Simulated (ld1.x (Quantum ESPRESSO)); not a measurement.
# Pseudopotential generation for sulfur (S): TM, PBE, non-relativistic.

* Element: sulfur (S)
* Generator: ld1.x (Quantum ESPRESSO) 7.5
* Type: norm-conserving Troullier–Martins (Kleinman–Bylander form)
* Functional: PBE
* Relativity: non-relativistic
* Frozen core: [Ne]
* Valence charge: 6
* Reference configuration: 3s1 3p5
* Partial waves: 3s (bound): rc 1.30 bohr; 3p (bound): rc 1.70 bohr
* Local potential: the p channel
* Core correction: a·sin(br)/r model core inside 0.80 bohr

What the tests gave:

| Quantity | Value |
| --- | --- |
| Cutoffs needed | 25 Ry and 55 Ry (the cutoffs (Ry, on a coarse ladder) from which the occupation-weighted sum of valence levels, in a spherical-Bessel basis at the reference potential, stays within 10 and 1 mRy of its value at 400 Ry) |
| Ghost test | no extra level below or beside the all-electron valence levels (s, p, d, f tested) (spherical-Bessel basis up to 400 Ry, 20 bohr box) |
| Largest excitation error | +183 meV (all-electron minus pseudo) for 3s2 3p0, out of 7 test configurations |

Generation and tests took about 0.73 s on one core of a shared server CPU.
